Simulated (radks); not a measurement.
The numbers below are computed, except where a source is named.
Problem. Re+, 74 electrons, occupied as [Xe] 4f14 5d5 6s1. Code: a radial shooting solver on a logarithmic mesh with Libxc functionals. Model: scalar-relativistic Kohn-Sham, BLYP, spin-unpolarised, spherical densities, finite nucleus; Fermi nuclear charge, rms radius 5.3698 fm. Some entries of the table are withheld. Estimate them.

| orbital | occ. | eigenvalue (eV) | <1/r> (bohr^-1) | <r> (bohr) |
|---|---|---|---|---|
| 1s | 2 | -71651.48 | 88.72 | 0.01804 |
| 2s | 2 | -12430.26 | 20.76 | 0.07622 |
| 2p | 6 | -10851.94 | 18.75 | 0.06834 |
| 3s | 2 | -2883.521 | 7.690 | 0.1975 |
| 3p | 6 | -2417.928 | 7.086 | 0.1979 |
| 3d | 10 | -1889.203 | 6.691 | 0.1792 |
| 4s | 2 | -607.5230 | 3.274 | 0.4406 |
| 4p | 6 | -454.7485 | 2.972 | 0.4686 |
| 4d | 10 | -262.8656 | (1) | 0.5000 |
| 5s | 2 | -92.8856 | (2) | 1.036 |
| 5p | 6 | -54.6750 | 1.090 | 1.208 |
| 4f | 14 | -49.9022 | 2.163 | 0.5806 |
| 5d | 5 | -12.8306 | 0.7058 | 1.859 |
| 6s | 1 | -12.6759 | 0.4400 | 2.873 |

Solution. 
(1) 4d <1/r> (bohr^-1): 2.648
(2) 5s <1/r> (bohr^-1): 1.294
